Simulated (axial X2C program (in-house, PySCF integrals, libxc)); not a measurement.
# Worked dissociation energy of YCl⁻: HF, without spin–orbit coupling

Calculated with an in-house all-electron X2C program for linear molecules (integrals from PySCF). Spin-free means the one-electron spin-free X2C Hamiltonian. Basis: Y dyall-acv3z [12s13p10d6f3g], Cl dyall-av3z [9s8p3d2f] (cores contracted in-house); Gaussian nuclei, density fitting, unrestricted open shells. Masses: Y 88.906 u, Cl 34.969 u.

Molecular state: M_S = 1/2, Λ = 2 (beyond evenly filled blocks: δ+α).

- E(Y) (2M_S = 1, M_L = 0): -3382.962602 hartree
- E(Cl-) (2M_S = 0, M_L = 0): -460.989739 hartree
- E(YCl⁻) at Re: -3844.030229 hartree
- ωe: 264.9 cm⁻¹
- ωexe: 1.26 cm⁻¹

(1) Work out De and D0.

One determinant describes the state; a PBE0 search over occupations chose it and may have missed a lower one. Dissociation energies refer to the lowest single-determinant-based atoms at the same level and basis. PBE0 can misorder states that lie within some tenths of an eV, so this need not be the ground state of the molecule. The nearest other spin-free determinant of the search, M_S = 1/2, Λ = 1, lies 0.10 eV up at the distance of the search. The determinant is spin-polarised beyond a pure state at some levels (its spin-free form has ⟨S²⟩ too high), which makes Re and μ there less reliable. Hartree–Fock gets electron affinities wrong, so its lowest charge split need not be the true one.

Hartree–Fock lacks correlation and underbinds, often by eV.

Each atomic determinant is the lowest at this level and need not be a pure term. Totals compare only within one Hamiltonian and basis.

Results:

(1) De = -3382.962602 + (-460.989739) − (-3844.030229) = 0.07789 hartree = 2.119 eV. The zero-point energy is ωe/2 − ωexe/4 = 132 cm⁻¹ = 0.016 eV, so D0 = 2.103 eV.
